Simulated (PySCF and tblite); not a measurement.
C6H9NO, numbered as in [N:1]#[C:2][C@@H:3]1[CH2:4][CH2:5][CH2:6][O:7][CH2:8]1.

Geometries PBE0-D3(BJ)/def2-SVP; weights from PBE0-D3(BJ)/def2-TZVP energies and GFN2-xTB thermal corrections, with symmetry numbers and mirror pairs. Conformers within 4 kcal/mol (GFN2-xTB free energy) were kept, 7 at most. GIAO shieldings: PBE0/pcSseg-1. Shifts are against TMS (¹H), TMS (¹³C), NH3 (¹⁵N) at the same level; of two unlike H on one atom, a is the less shielded. Codes: tblite and PySCF.

(1) What shifts does this protocol give at 298.15 K under fast conformational exchange?

(2) How do the conformers differ?

(3) Which signal moves most, for its nucleus, between 220 and 380 K through the change of populations alone?

Unscaled ¹⁵N shifts at such levels can be off by tens of ppm; differences between conformers or isomers are more reliable. Shifts are unscaled: against experiment ¹³C can be off by 15 ppm or more and ¹H by 0.8 ppm.

Answers

(1) ¹H: 3.83 (H8a, 1H), 3.68 (H6a, 1H), 3.31 (H8b, 1H), 3.30 (H6b, 1H), 2.14 (H3, 1H), 1.86 (H4a, 1H), 1.50 (H4b, 1H), 1.42 (H5a, 1H), 1.38 (H5b, 1H) ppm. ¹³C: 125.2 (C2), 70.5 (C8), 68.7 (C6), 29.7 (C4), 27.8 (C3), 26.1 (C5) ppm. ¹⁵N: 305.9 (N1) ppm.

(2) The 6-ring runs over atoms 3–4–5–6–7–8.
```json
{"conformer": "1", "shape": "6-ring chair (all substituents equatorial)", "weight %": "80.0"}
{"conformer": "2", "shape": "6-ring chair (C2 axial)", "weight %": "20.0"}
{"conformer": "3", "shape": "6-ring twist-boat (ring torsions -62, 23, 43, -71, 27, 36°)", "weight %": "0.0"}
```

```tsv
signal	1	2	3	average
H3	2.17	2.02	2.65	2.14
H4a	1.97	1.44	1.73	1.86
H4b	1.39	1.90	1.63	1.50
H5a	1.24	2.12	1.71	1.42
H5b	1.46	1.07	1.34	1.38
H6a	3.82	3.14	3.74	3.68
H6b	3.13	3.97	3.70	3.30
H8a	4.00	3.18	3.93	3.83
H8b	3.14	4.03	3.13	3.31
C2	124.9	126.3	126.6	125.2
C3	27.7	28.1	25.6	27.8
C4	29.9	29.2	22.9	29.7
C5	26.6	24.1	19.7	26.1
C6	68.5	69.3	65.7	68.7
C8	70.5	70.5	65.8	70.5
N1	306.1	305.4	304.2	305.9
```

(3) H8b: 3.26 ppm at 220 K, 3.29 ppm at 260 K, 3.31 ppm at 298.15 K, 3.34 ppm at 340 K, 3.36 ppm at 380 K.


¹⁵N shifts are against a computed isolated NH3 molecule, about 20 ppm from the liquid.